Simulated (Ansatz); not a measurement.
A made-up structure of MgAlH2ClO, singlet:

```xyz
6
angstrom
O 0.0734 1.4453 -2.2826
Mg -1.6857 -1.2861 2.4371
Al 0.1778 -0.9656 1.4674
Cl 0.0984 0.4948 -0.7996
H -0.0507 1.9656 -3.0642
H 1.3869 -1.6539 2.2419
```

It is relaxed with PBE-D4/def2-SVP and then PBE0-D4/def2-TZVP (Ansatz 0.2.0). Atoms count as bonded within 1.22 times the sum of their covalent radii (H–H: 0.88 Å). The end point is not checked to be a true minimum.

(1) Does its bonding change? (Judge from chemistry; the calculation decides.)

## Answers

(1) By the calculation: Yes. Formed: none; broken: O1–Cl4.

Where it ends: The first stage lowers the energy by 3.94 eV in 11 steps. It ends as a complex of AlHCl ([AlH][Cl]) + Mg + OH:
```
atom    x (Å)    y (Å)    z (Å)
  O1   0.7070   1.3726  -2.3617
 Mg2  -2.1617  -1.4433   2.7927
 Al3   0.1482  -0.7586   1.1592
 Cl4  -0.1254   0.3897  -0.5795
  H5  -0.1219   1.7522  -2.6801
  H6   1.5539  -1.3126   1.6694
```

Labels in which every atom is bracketed show which atoms are joined, not bond orders.

For scale, one of the runs: PBE0-D4/def2-TZVP relaxation, 149 basis functions, launched by `ansatz run in.yaml --threads 2 --pin off --events-out ev --progress --plain --max-ram 4352MiB`. Hardware: 2 CPU threads of an Arm Neoverse V2, shared host. Wall time about 23 s.
